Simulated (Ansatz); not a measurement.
`[OH][In]([F])[Br]` + H₂O → `[OH][In]([OH])[Br]` + H–F  (formal hydrolysis of the In–F bond)

Program: Ansatz. Geometries: PBE0-D4/def2-TZVP. ΔE: electronic, gas phase. CBS: MP2 limit from def2 TZ/QZ plus the TZ coupled-cluster correction, frozen cores. This one scheme is used for every species. Functionals use def2-TZVPP. Elements past krypton have def2 core potentials. For Br, In outer-core shells are correlated without core-valence functions, which leaves a few kJ/mol of doubt a bond. Scalar relativity is left out up to krypton. Each species was taken in one conformer, which may not be the lowest.

CCSD(T)/CBS gives +0.23 eV.

Question: Another level gave +0.23 eV. Which?
A. CCSD/def2-TZVPP
B. ωB97X-V/def2-TZVPP
C. MP2/def2-TZVPP
D. HF/def2-TZVPP

Answer: A. CCSD/def2-TZVPP 0.23, HF/def2-TZVPP 0.37, ωB97X-V 0.30, MP2/def2-TZVPP 0.18 eV.

Largest T1 diagnostic among the species: 0.014.

In def2-TZVPP, CCSD(T) changes the Hartree–Fock value by −0.15 eV (the triples alone add −0.02 eV) and MP2 by −0.19 eV.
